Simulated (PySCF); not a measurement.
Isomers of C7H12, from PBE0-D3(BJ)/def2-SVP geometry optimisation, gas phase (PySCF 2.14.0). One conformer each, no zero-point energy, no frequencies.

Problem. Which isomer lies lowest at this level?
A. `[CH2:1]1[CH2:2][C@@H:3]2[CH2:4][CH2:5][C@@H:6]2[CH2:7]1` with C7–C1–C2–C3 38°, C1–C2–C3–C4 74°, C2–C3–C4–C5 -108°, C3–C4–C5–C6 0°: A = 4190, B = 2888, C = 2233 MHz, dipole 0.13 D
B. `[CH2:1]=[C:2]([CH2:3][CH3:4])[CH:5]1[CH2:6][CH2:7]1` with C1–C2–C3–C4 0°, C1–C2–C5–C6 -35°: A = 6291, B = 1472, C = 1338 MHz, dipole 0.68 D
C. `C[C@@H]1[C@H]2C[C@@H](C)[C@@H]12`: A = 4975, B = 2019, C = 1703 MHz, dipole 0.19 D
D. `[CH2:1]=[CH:2][C:3](=[CH2:4])[CH:5]([CH3:6])[CH3:7]` with C1–C2–C3–C4 -176°, C2–C3–C5–C6 -158°: A = 3502, B = 2095, C = 1568 MHz, dipole 0.26 D

Solution. A. That is `C1C[C@@H]2CC[C@@H]2C1`, 20.1 kcal/mol below the next.

| SMILES | mapped SMILES | E (Eh) | relative (kcal/mol) | relative (kJ/mol) | dipole (D) |
| --- | --- | --- | --- | --- | --- |
| C1C[C@@H]2CC[C@@H]2C1 | [CH2:1]1[CH2:2][C@@H:3]2[CH2:4][CH2:5][C@@H:6]2[CH2:7]1 | -273.44144 | 0.0 | 0.0 | 0.13 |
| C=CC(=C)C(C)C | [CH2:1]=[CH:2][C:3](=[CH2:4])[CH:5]([CH3:6])[CH3:7] | -273.40945 | 20.1 | 84.0 | 0.26 |
| C[C@@H]1[C@H]2C[C@@H](C)[C@@H]12 | [CH3:1][C@@H:2]1[C@H:3]2[CH2:4][C@@H:5]([CH3:6])[C@@H:7]12 | -273.40492 | 22.9 | 95.9 | 0.19 |
| C=C(CC)C1CC1 | [CH2:1]=[C:2]([CH2:3][CH3:4])[CH:5]1[CH2:6][CH2:7]1 | -273.40320 | 24.0 | 100.4 | 0.68 |

As drawn, the lowest has a four-membered ring, which the highest lacks; the highest has a three-membered ring and a C=C bond outside aromatic rings, which the lowest lacks.
